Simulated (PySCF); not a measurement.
# Deuteron quadrupole couplings in `C=CC#C/C=C/CF`

Compound: C7H7F.
Structure used (GFN2-xTB), in Å, numbered top down from 1:
```xyz
15
C7H7F angstrom
C      3.6954    0.0513    0.2999
C      2.9527   -0.7108   -0.4989
C      1.5539   -0.6047   -0.5846
C      0.3508   -0.5134   -0.6640
C     -1.0453   -0.4170   -0.7717
C     -1.7777    0.4323   -0.0498
C     -3.2554    0.5723   -0.1913
F     -3.8498    0.7532    1.0372
H      3.2529    0.8009    0.9346
H      4.7660   -0.0517    0.3411
H      3.4050   -1.4629   -1.1348
H     -1.5116   -1.0715   -1.4995
H     -1.3161    1.0812    0.6806
H     -3.7154   -0.3140   -0.6420
H     -3.5098    1.4627   -0.7844
```

Level: PBE0/pcSseg-1 (PySCF, non-relativistic); Q(2H) = 0.00286 b; rigid geometry, the same for H and D, with no vibrational averaging.

Question: Rank these positions by the coupling χzz of a deuteron there, largest first.
A. H15 (methylene hydrogen)
B. H13 (vinylic hydrogen)
C. H14 (methylene hydrogen)
D. H9 (vinylic hydrogen)

Answer: D (224 kHz), B (217 kHz), C (193 kHz), A (188 kHz).

Q: Give the electric field gradient Vzz (the principal value of largest size), its asymmetry and the 2H coupling at each hydrogen.

A: 
```json
{"atom": "H9", "bonded to": "C1", "bond length (Å)": "1.077", "Vzz (au)": "0.3333", "η": "0.05", "χzz (kHz)": "224"}
{"atom": "H10", "bonded to": "C1", "bond length (Å)": "1.076", "Vzz (au)": "0.3368", "η": "0.05", "χzz (kHz)": "226"}
{"atom": "H11", "bonded to": "C2", "bond length (Å)": "1.084", "Vzz (au)": "0.3197", "η": "0.06", "χzz (kHz)": "215"}
{"atom": "H12", "bonded to": "C5", "bond length (Å)": "1.084", "Vzz (au)": "0.3185", "η": "0.08", "χzz (kHz)": "214"}
{"atom": "H13", "bonded to": "C6", "bond length (Å)": "1.081", "Vzz (au)": "0.3234", "η": "0.06", "χzz (kHz)": "217"}
{"atom": "H14", "bonded to": "C7", "bond length (Å)": "1.096", "Vzz (au)": "0.2871", "η": "0.08", "χzz (kHz)": "193"}
{"atom": "H15", "bonded to": "C7", "bond length (Å)": "1.100", "Vzz (au)": "0.2801", "η": "0.06", "χzz (kHz)": "188"}
```

Q: How does χzz go with the bond length over the 7 C–H bonds?

A: A straight-line fit has a slope of -16.4 kHz for each 0.01 Å, with a correlation coefficient of -1.00, over lengths from 1.076 to 1.100 Å. The longer bonds have the smaller couplings here.

Q: A static deuteron (I = 1) shows a doublet split by (3/2)χ, (3/4)χ(1 + η) and (3/4)χ(1 − η) with the field along z, y and x of the gradient. What are these for H10?

A: With |χ| = 226.3 kHz and η = 0.047: 339, 178 and 162 kHz, to first order and without motion.

Isolated species at its GFN2-xTB geometry (one conformer only). GFN2-xTB bond lengths can be off by several hundredths of an ångström, more for odd bonds, and the gradients follow them. The basis is small and wasn't made for field gradients, so the couplings can be 20 % off.
